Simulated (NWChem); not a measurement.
System: C₄H₈O; SMILES C=CCCO

Input file for NWChem:

```
start job
memory heap 200 mb stack 900 mb global 1100 mb
geometry units angstroms noautosym nocenter noautoz
  C      0.141260     2.439645     0.349555
  C     -0.264890     1.361160    -0.342289
  C      0.420524     0.026076    -0.355082
  C     -0.459411    -1.102238     0.185176
  O      0.247204    -2.320317     0.035471
  H      1.051744     2.411861     0.971940
  H     -0.413096     3.390514     0.314922
  H     -1.185767     1.437893    -0.951452
  H      0.701679    -0.250355    -1.396346
  H      1.361991     0.060059     0.232032
  H     -1.430346    -1.108184    -0.373736
  H     -0.709962    -0.885778     1.253716
  H     -0.303096    -3.028338     0.413593
end
basis spherical
  C library 6-31g*
  O library 6-31g*
  H library 6-31g*
end
dft
  xc hfexch
  iterations 150
  mulliken
end
task dft energy
esp
  recalculate
  probe 0.07
  range 0.3
  factor 1.0
  spacing 0.02
end
task esp
```

Coordinates come from a PBE-D3(BJ)/def2-SVP optimisation. No frequency run checked for a minimum.

Atomic charges in e: unrestrained fits to the electrostatic potential beside Mulliken populations; buried atoms are poorly determined by the fit.

Atoms are numbered as in the input.

**Question.** What results follow from this input? (Hartree-Fock/6-31G* (spherical d).) Quantities: ESP C1; Mulliken C1; ESP C2; Mulliken C2; ESP C3; Mulliken C3; ESP C4; Mulliken C4; ESP O5; Mulliken O5; relative RMS misfit of the potential (%).

**Answer.** The ESP C1 comes out as -0.38 and the Mulliken C1 is -0.40. The ESP C2 is -0.21 and the Mulliken C2 is -0.13. The ESP C3 is 0.22. The Mulliken C3 is -0.37 and the ESP C4 comes out as 0.44. The Mulliken C4 is 0.04 and the ESP O5 comes out as -0.75. The Mulliken O5 is -0.77 and the relative RMS misfit of the potential (%) is 30.
